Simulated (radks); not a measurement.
Species: Xe+. Configuration: [Kr] 4d10 5s2 5p5 (the NIST ground configuration).

Calculated with a radial shooting solver on a logarithmic mesh with Libxc functionals: non-relativistic Kohn-Sham, BLYP, spin-polarised, spherical densities, point nucleus; open shells are filled with parallel spins first (spin-orbit coupling, left out, can overturn this in heavy ions); relativity is left out, which matters for an element this heavy.

Energy parts (Ry):
part                        energy
total                 -14468.82555
kinetic                14464.26561
electron-nucleus      -34293.64676
Hartree                 5723.50480
exchange-correlation    -362.94920

Orbitals (lengths in bohr, moments of r in powers of bohr; r(max) is where P^2 peaks; r(90%) holds 90 % of the orbital's charge):
| orbital | occ. | eigenvalue (Ry) | <r^2> | r(max) | r(90%) |
|---|---|---|---|---|---|
| 1s up | 1 | -2420.961 | 0.001059 | 0.01864 | 0.0500 |
| 1s down | 1 | -2420.958 | 0.001059 | 0.01864 | 0.0500 |
| 2s up | 1 | -367.7292 | 0.01719 | 0.1029 | 0.186 |
| 2s down | 1 | -367.7278 | 0.01719 | 0.1029 | 0.186 |
| 2p up | 3 | -346.1159 | 0.01289 | 0.08038 | 0.167 |
| 2p down | 3 | -346.1134 | 0.01289 | 0.08038 | 0.167 |
| 3s up | 1 | -75.63273 | 0.1171 | 0.2923 | 0.469 |
| 3s down | 1 | -75.63020 | 0.1171 | 0.2923 | 0.469 |
| 3p up | 3 | -66.48763 | 0.1117 | 0.2789 | 0.465 |
| 3p down | 3 | -66.48471 | 0.1117 | 0.2789 | 0.465 |
| 3d up | 5 | -49.47095 | 0.09338 | 0.2266 | 0.440 |
| 3d down | 5 | -49.46817 | 0.09338 | 0.2266 | 0.440 |
| 4s up | 1 | -14.10430 | 0.6291 | 0.6882 | 1.07 |
| 4s down | 1 | -14.09841 | 0.6290 | 0.6883 | 1.07 |
| 4p up | 3 | -10.85848 | 0.6882 | 0.7050 | 1.13 |
| 4p down | 3 | -10.85234 | 0.6878 | 0.7050 | 1.13 |
| 4d up | 5 | -5.28538 | 0.8850 | 0.7452 | 1.32 |
| 4d down | 5 | -5.27708 | 0.8825 | 0.7453 | 1.32 |
| 5s up | 1 | -2.01392 | 4.054 | 1.679 | 2.75 |
| 5s down | 1 | -1.96682 | 4.063 | 1.674 | 2.75 |
| 5p up | 3 | -1.25654 | 5.545 | 1.891 | 3.26 |
| 5p down | 2 | -1.21038 | 5.626 | 1.890 | 3.29 |

The highest occupied level is 5p down at -16.468 eV. Spin moment in Bohr magnetons: 1.
